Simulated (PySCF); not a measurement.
Species: fluorene, C₁₃H₁₀.
Bonds: C1–C2 (aromatic), C2–C3 (aromatic), C3–C4 (aromatic), C4–C5 (aromatic), C5–C6 (aromatic), C5–C7, C7–C8, C8–C9 (aromatic), C9–C10 (aromatic), C10–C11 (aromatic), C11–C12 (aromatic), C12–C13 (aromatic), C1–C6 (aromatic), C8–C13 (aromatic), C4–C13. Hydrogens: H14 on C1; H15 on C2; H16 on C3; H17 on C6; H18, H19 on C7; H20 on C9; H21 on C10; H22 on C11; H23 on C12.

The closed-shell ground state was solved at several levels (PySCF, density fitting, gas phase, non-relativistic). Geometry: PBE0-D3(BJ)/def2-SVP; no solvent, vibrations or thermal averaging.

| level | basis functions | total energy (Eh) | HOMO (eV) | LUMO (eV) | gap (eV) | dipole (D) |
| --- | --- | --- | --- | --- | --- | --- |
| B3LYP/pcJ-1 | 451 | -501.4393 | -6.10 | -1.12 | 4.98 | 0.56 |
| PBE0/pcSseg-1 | 271 | -500.7618 | -6.34 | -1.00 | 5.34 | 0.58 |

(1) Estimate the row for CAM-B3LYP/def2-SVPD, a basis of 340 functions; the other rows only guide the guess.

(2) Over all these levels, which gives the widest orbital gap and which the narrowest?

(3) How far do the dipole and the HOMO energy spread over the levels?

Answers

(1) Total energy -500.7911 Eh, HOMO -7.41 eV, LUMO 0.00 eV, gap 7.41 eV, dipole 0.55 D.

(2) CAM-B3LYP/def2-SVPD (range-separated hybrid) has the widest, 7.41 eV, and B3LYP/pcJ-1 (global hybrid, 20 % exact exchange) the narrowest, 4.98 eV. Functional and basis both differ between the two, so the spread mixes both effects.

(3) The dipole runs from 0.55 to 0.58 D (mean 0.56 D) and the HOMO from -7.41 to -6.10 eV.
